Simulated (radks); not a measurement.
Results of a calculation; reference values are marked as such.
The nuclear charge of the cobalt ion Co2+ is varied continuously with 25 electrons held in [Ar] 3d7. Code: a radial shooting solver on a logarithmic mesh with Libxc functionals. Model: non-relativistic Kohn-Sham, BLYP, spin-polarised, spherical densities, point nucleus; open shells are filled with parallel spins first. By the Hellmann-Feynman theorem dE/dZ = E(electron-nucleus)/Z, the electronic potential at the nucleus.

| Z | E (hartree) | E(electron-nucleus)/Z (hartree) | HOMO | e(HOMO) (eV) | <r> HOMO (bohr) |
|---|---|---|---|---|---|
| 26.5 | -1321.93230 | -118.417 | 3d | -17.208 | 1.140 |
| 27 | -1381.86553 | -121.314 | 3d | -25.522 | 1.044 |
| 27.5 | -1443.24417 | -124.199 | 3d | -34.940 | 0.9692 |
| 28 | -1506.06341 | -127.077 | 3d | -45.384 | 0.9082 |

The central difference of E at Z = 27 is -121.312 hartree, to compare with the third column; the second derivative is -5.78 hartree.
